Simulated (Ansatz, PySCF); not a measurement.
This PySCF input computes a PBE/def2-TZVPD energy:

```python
from pyscf import gto, scf, dft

mol = gto.M(
    atom='''
    C    -0.39279785    0.73414642    0.86074703
    F    -0.84589899    1.81629201    0.23090234
    Br    0.27968122   -0.62004059   -0.25708204
    H     0.18103539    0.94991419    1.75526835
    ''',
    basis='def2-tzvpd',
    charge=0,
    spin=1,
    verbose=4,
)

mf = dft.UKS(mol, xc='pbe').density_fit(auxbasis='def2-universal-jkfit')
mf.grids.level = 3
mf.conv_tol = 1e-9
mf.max_cycle = 100
mf.max_memory = 1500
mf.kernel()
if not mf.converged:
    mf = mf.newton()
    mf.kernel(mf.make_rdm1())
for _ in range(2):
    mo, _, stable, _ = mf.stability(return_status=True)
    if stable:
        break
    mf.kernel(mf.make_rdm1(mo, mf.mo_occ))
mf.analyze()
```

Problem. Write an input for the same energy in Ansatz (a program for electronic structure) and say what it gives.

Solution. 
Ansatz 0.2 input:
```yaml
crystal:
  periodic: [false, false, false]
  atoms:
    - {symbol: C, position_ang: [-0.39279785, 0.73414642, 0.86074703]}
    - {symbol: F, position_ang: [-0.84589899, 1.81629201, 0.23090234]}
    - {symbol: Br, position_ang: [0.27968122, -0.62004059, -0.25708204]}
    - {symbol: H, position_ang: [0.18103539, 0.94991419, 1.75526835]}
basis:
  gaussian:
    orbitals: def2-TZVPD
hamiltonian:
  xc: {name: PBE}
magnetization: {spin_polarized: true, initial_magnetization: 1}
output: {forces: true}
```
It gives -2712.16677 Eh, and PySCF -2712.16682 Eh, a difference of 0.05 mEh, from the treatment of integrals and grids.

It need not be the lowest isomer of its formula.
